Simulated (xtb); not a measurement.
HO3S (SMILES O=S(=O)=[OH+]), charge +1, singlet, at a GFN2-xTB geometry, atoms displaced at random by about 0.1 Å a coordinate. Base run: xtb 6.7.1 with GFN2-xTB.

The xtb input:
```
$ xtb mol.xyz --gfn 2 --chrg 1 --opt --json

# file mol.xyz
5

O     -0.50197106     1.31658169    -0.64642613
S     -0.10466580     0.01749688     0.03620182
O     -0.88839771    -1.29998424     0.55761854
O      1.36866314    -0.05048053     0.03854931
H      2.10872632     0.75088771    -0.23749392
```

The base run was repeated with changes; each row names its change, and settings that it needs were set with it.

```json
[
 {"change": "base", "ΔE vs base (kJ/mol)": "0.00", "optimiser steps": "10"},
 {"change": "alpb = methanol", "ΔE vs base (kJ/mol)": "(withheld)", "optimiser steps": "10"},
 {"change": "engine = lbfgs", "ΔE vs base (kJ/mol)": "0.00", "optimiser steps": "-"},
 {"change": "opt level = tight", "ΔE vs base (kJ/mol)": "0.00", "optimiser steps": "11"},
 {"change": "opt level = sloppy", "ΔE vs base (kJ/mol)": "0.11", "optimiser steps": "8"},
 {"change": "opt level = lax", "ΔE vs base (kJ/mol)": "0.00", "optimiser steps": "10"},
 {"change": "engine = inertial", "ΔE vs base (kJ/mol)": "0.00", "optimiser steps": "-"},
 {"change": "opt level = loose", "ΔE vs base (kJ/mol)": "0.01", "optimiser steps": "9"},
 {"change": "opt level = crude", "ΔE vs base (kJ/mol)": "0.24", "optimiser steps": "7"},
 {"change": "alpb = hexane", "ΔE vs base (kJ/mol)": "(withheld)", "optimiser steps": "10"}
]
```

### Question
Fill in the missing entries.

### Answer

- alpb = methanol, ΔE vs base (kJ/mol): -267.3
- alpb = hexane, ΔE vs base (kJ/mol): -164.1
